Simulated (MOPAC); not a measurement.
MOPAC input (PM7):

```
PM7 FORCE THERMO(298,298) PRECISE LET UHF MS=0.5 GEO-OK AUX(PRECISION=9) THREADS=1
C4H9O

C    -1.58481819 1   -0.80700793 1   -0.36916605 1
C    -0.47529483 1    0.05994086 1    0.22796775 1
C    -0.42646448 1    1.42979202 1   -0.45054136 1
C     0.88662515 1   -0.64739432 1    0.06707932 1
O     1.86906267 1   -0.04722205 1    0.75096796 1
H    -2.56166464 1   -0.31844084 1   -0.26946215 1
H    -1.65592664 1   -1.77753682 1    0.13327933 1
H    -1.42545588 1   -0.99261087 1   -1.43685112 1
H    -0.66496694 1    0.20510690 1    1.31946780 1
H    -0.29141026 1    1.34547253 1   -1.53361923 1
H     0.40638774 1    2.02876175 1   -0.05830507 1
H    -1.34833105 1    1.99491590 1   -0.27619619 1
H     0.84987753 1   -1.71055825 1    0.41052967 1
H     1.20633718 1   -0.70416714 1   -1.00181400 1
```

Output:

```
 *******************************************************************************
 **                                                                           **
 **                              MOPAC v23.2.5                                **
 **                                                                           **
 *******************************************************************************
 ** MOPAC's Digital Object Identifier: https://doi.org/10.5281/zenodo.6511958 **
 **                                                                           **
 ** Please cite the open-source release paper for use of this MOPAC version:  **
 ** J. E. Moussa and J. J. P. Stewart (2026)                                  **
 ** MOPAC: An open-source semiempirical molecular orbital program             **
 ** J. Open Source Softw., 11(119), 8025, https://doi.org/10.21105/joss.08025 **
 *******************************************************************************

                              PM7 CALCULATION RESULTS

 *******************************************************************************
 *  PM7        - The PM7 Hamiltonian to be used
 *  GEO-OK     - OVERRIDE INTERATOMIC DISTANCE AND OTHER SAFETY CHECKS
 *  UHF        - UNRESTRICTED HARTREE-FOCK CALCULATION
 *  MS=        - IN MECI, MAGNETIC COMPONENT OF SPIN =  0.5
 *  LET        - OVERRIDE SOME SAFETY CHECKS
 *  PRECISE    - TIGHTER CRITERIA TO BE USED
 *  FORCE      - FORCE CALCULATION SPECIFIED
 *  AUX        - OUTPUT AUXILIARY INFORMATION
 *  THERMO     - THERMODYNAMIC QUANTITIES TO BE CALCULATED
 *******************************************************************************
PM7 FORCE THERMO(298,298) PRECISE LET UHF MS=0.5 GEO-OK AUX(PRECISION=9) THREADS=1
 C4H9O

   ATOM   CHEMICAL          X               Y               Z
  NUMBER   SYMBOL      (ANGSTROMS)     (ANGSTROMS)     (ANGSTROMS)

     1       C         -1.58481819  *  -0.80700793  *  -0.36916605  *
     2       C         -0.47529483  *   0.05994086  *   0.22796775  *
     3       C         -0.42646448  *   1.42979202  *  -0.45054136  *
     4       C          0.88662515  *  -0.64739432  *   0.06707932  *
     5       O          1.86906267  *  -0.04722205  *   0.75096796  *
     6       H         -2.56166464  *  -0.31844084  *  -0.26946215  *
     7       H         -1.65592664  *  -1.77753682  *   0.13327933  *
     8       H         -1.42545588  *  -0.99261087  *  -1.43685112  *
     9       H         -0.66496694  *   0.20510690  *   1.31946780  *
    10       H         -0.29141026  *   1.34547253  *  -1.53361923  *
    11       H          0.40638774  *   2.02876175  *  -0.05830507  *
    12       H         -1.34833105  *   1.99491590  *  -0.27619619  *
    13       H          0.84987753  *  -1.71055825  *   0.41052967  *
    14       H          1.20633718  *  -0.70416714  *  -1.00181400  *

          CARTESIAN COORDINATES

    NO.       ATOM           X           Y           Z

     1         C         -1.5848     -0.8070     -0.3692
     2         C         -0.4753      0.0599      0.2280
     3         C         -0.4265      1.4298     -0.4505
     4         C          0.8866     -0.6474      0.0671
     5         O          1.8691     -0.0472      0.7510
     6         H         -2.5617     -0.3184     -0.2695
     7         H         -1.6559     -1.7775      0.1333
     8         H         -1.4255     -0.9926     -1.4369
     9         H         -0.6650      0.2051      1.3195
[...]
 TRAVEL (Ang.)       0.3278         C  3 -- H 12         +21.2% ( 47.5%)     98.1%
 REDUCED MASS        0.2344         C  3 -- H 10         +20.4% ( 46.6%)     97.6%
 EFFECTIVE MASS      1.4447
 FORCE CONSTANT      0.9899

 VIBRATION         33   33A           ATOM PAIR      ENERGY CONTRIBUTION    RADIAL
 FREQUENCY          2680.15         C  1 -- H  7         +34.9% ( 60.9%)     99.5%
 TRANSITION DIPOLE   0.5703         C  3 -- H 12         +27.9% ( 54.4%)     99.2%
 TRAVEL (Ang.)       0.3181         C  3 -- H 10         +15.2% ( 40.2%)     94.3%
 REDUCED MASS        0.2486         C  1 -- H  8         +10.6% ( 33.6%)     89.0%
 EFFECTIVE MASS      1.4574
 FORCE CONSTANT      1.0522

 VIBRATION         34   34A           ATOM PAIR      ENERGY CONTRIBUTION    RADIAL
 FREQUENCY          2713.04         C  2 -- H  9         +79.4% ( 89.8%)    100.0%
 TRANSITION DIPOLE   0.8068         C  3 -- H 10          +4.3% ( 20.9%)     99.8%
 TRAVEL (Ang.)       0.1998         C  1 -- H  8          +4.0% ( 20.2%)     99.9%
 REDUCED MASS        0.6223         C  3 -- H 12          +3.1% ( 17.7%)     91.2%
 EFFECTIVE MASS      1.3695
 FORCE CONSTANT      2.6988

 VIBRATION         35   35A           ATOM PAIR      ENERGY CONTRIBUTION    RADIAL
 FREQUENCY          2781.01         C  3 -- H 10         +26.4% ( 49.3%)     96.1%
 TRANSITION DIPOLE   0.4283         C  3 -- H 12         +26.2% ( 49.2%)     96.0%
 TRAVEL (Ang.)       0.3416         C  3 -- H 11         +23.2% ( 46.2%)     95.0%
 REDUCED MASS        0.2078         C  1 -- H  7          +8.3% ( 27.6%)     96.0%
 EFFECTIVE MASS      1.1310
 FORCE CONSTANT      0.9470

 VIBRATION         36   36A           ATOM PAIR      ENERGY CONTRIBUTION    RADIAL
 FREQUENCY          2782.96         C  1 -- H  8         +25.9% ( 48.9%)     95.8%
 TRANSITION DIPOLE   0.3350         C  1 -- H  6         +25.5% ( 48.5%)     95.6%
 TRAVEL (Ang.)       0.3426         C  1 -- H  7         +24.1% ( 47.2%)     95.4%
 REDUCED MASS        0.2064         C  3 -- H 10          +8.7% ( 28.3%)     95.9%
 EFFECTIVE MASS      1.1398
 FORCE CONSTANT      0.9418

      SYMMETRY NUMBER FOR POINT-GROUP C1  =  1

          SYSTEM IS A GROUND STATE

 C4H9O

          MOLECULE IS NOT LINEAR

          THERE ARE 36 GENUINE VIBRATIONS IN THIS SYSTEM
          THIS THERMODYNAMICS CALCULATION IS LIMITED TO
          MOLECULES WHICH HAVE NO INTERNAL ROTATIONS

                    CALCULATED THERMODYNAMIC PROPERTIES
                                          *
   TEMP. (K)   PARTITION FUNCTION   H.O.F.    ENTHALPY  HEAT CAPACITY ENTROPY
                                   KCAL/MOL   CAL/MOLE    CAL/K/MOL  CAL/K/MOL

 298.00  VIB.     0.3238D+02                  2446.3491    16.9793    15.1198
         ROT.     0.9811D+05                   888.2803     2.9808    25.8214
         INT.     0.3177D+07                  3334.6294    19.9601    40.9412
         TRA.     0.6044D+27                  1480.4672     4.9680    38.7823
         TOT.                      -21.757    4815.0965    24.9281    79.7236

   *: NOTE: HEATS OF FORMATION ARE RELATIVE TO THE
            ELEMENTS IN THEIR STANDARD STATE AT 298K
              (=  Standard Enthalpy of Formation).

            Hvib:  Zero-point energy is not included.
                   frequencies of less than zero cm-1 are not included.
            Hrot = (3/2)RT
            Htra = (3/2)RT + pV = (5/2)RT

            Heat capacity is Cp, not Cv

          For more information, see: HTTP://OpenMOPAC.net/Manual/thermochemistry.html

           FORCE CONSTANT IN CARTESIAN COORDINATES (Millidynes/A)

    ATOM   CHEMICAL       X               Y               Z
   NUMBER   SYMBOL  FORCE CONSTANT  FORCE CONSTANT  FORCE CONSTANT

      1       C        6.816732        6.464894        6.372485
      2       C        7.575365        7.216679        6.844913
      3       C        6.456954        6.778390        6.416833
      4       C        7.886915        5.084045        5.699694
      5       O        7.331115        0.585999        0.640527
      6       H        1.261057        1.408300        2.768084
      7       H        1.289564        3.578047        0.572602
      8       H        1.296220        1.269905        2.884122
      9       H        1.208137        1.584839        3.046430
     10       H        0.996124        1.779079        2.677980
     11       H        4.085459        0.766300        0.585335
     12       H        0.816563        1.623177        3.001205
     13       H        1.331210        3.084992        0.621813
     14       H        0.732131        1.319483        3.000656

 **********************
 *                    *
 * JOB ENDED NORMALLY *
 *                    *
 **********************

 == MOPAC DONE ==
```
